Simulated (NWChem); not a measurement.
System: C4H7N; SMILES C=C1CNC1

Here is an NWChem input.

```
start job
memory heap 200 mb stack 900 mb global 1100 mb
geometry units angstroms noautoz
  C      0.067314    -1.937385     0.000000
  C     -0.014882    -0.612751     0.000000
  C     -0.045451     0.471029     1.066042
  N      0.204593     1.483774     0.000000
  C     -0.045451     0.471029    -1.066042
  H      0.102242    -2.506529     0.925911
  H      0.102242    -2.506529    -0.925911
  H      0.734662     0.435121     1.837617
  H     -1.022445     0.557455     1.568253
  H     -0.459055     2.254363     0.000000
  H     -1.022445     0.557455    -1.568253
  H      0.734662     0.435121    -1.837617
end
basis spherical
  * library def2-tzvp
end
dft
  xc xpbe96 cpbe96
  iterations 150
  semidirect filesize 400000000
  mulliken
end
task dft energy
```

Structure relaxed at the B3LYP/6-31G* (spherical d) level.

Q: Give the results of this calculation. (PBE/def2-TZVP.) Quantities: energy (Ha); highest occupied level (eV); orbital gap (eV); dipole (D).

A: 
```yaml
energy (Ha): -211.12
highest occupied level (eV): -5.13
orbital gap (eV): 4.20
dipole (D): 1.27
```
